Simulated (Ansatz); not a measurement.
Ansatz (an electronic-structure program) job for CCl3F, SMILES C(Cl)(F)(Cl)Cl, CAM-B3LYP/def2-SVPD. Geometry optimised at B3LYP-D3(BJ)/def2-SVP.

Ansatz 0.2 input:
```yaml
crystal:
  periodic: [false, false, false]
  atoms:
    - {symbol: F, position_ang: [-0.00000000, 0.00000001, 1.59017401]}
    - {symbol: C, position_ang: [-0.00000000, 0.00000001, 0.25708173]}
    - {symbol: Cl, position_ang: [1.46340496, 0.84489725, -0.31086385]}
    - {symbol: Cl, position_ang: [0.00000000, -1.68979450, -0.31086385]}
    - {symbol: Cl, position_ang: [-1.46340496, 0.84489724, -0.31086385]}
basis:
  gaussian:
    orbitals: def2-SVPD
hamiltonian:
  xc: {name: CAM-B3LYP}
```

It prints:

```
WARN ansatz: RAYON_NUM_THREADS=1 ignored (pool sized by the plan → 1); use --threads N
Functional definition: CAM-B3LYP
integrals: 0.09 GiB planned
1182 factors; their error is unknown
integrals: 0.12 GiB planned
397 factors; integrals over basis functions are off by at most 2.1e-5 eV
mean field: 0.75 GiB planned
mean field evaluation 1: about -41304.5707 eV, gradient 3.5e1 eV
mean field evaluation 2: about -41302.0325 eV, gradient 5.3e1 eV
mean field evaluation 4: about -41307.0232 eV, gradient 9.1e-1 eV
mean field evaluation 8: about -41307.1981 eV, gradient 2.4e-2 eV
mean field -41307.19810664 eV, -1518.0115313947 hartree, gradient 7.6e-5 eV, S^2 0.000000; 0 other end points of the search recorded, 0 dependent functions left out
reference -41307.19822502 eV, -1518.0115357448 hartree; 33, 33 occupied and 91, 91 virtual orbitals, 1182 factors
Total energy: -41307.19822502 eV, -1518.0115357448 hartree
```

The run converged.

Cost: roughly 2.4 core-seconds.
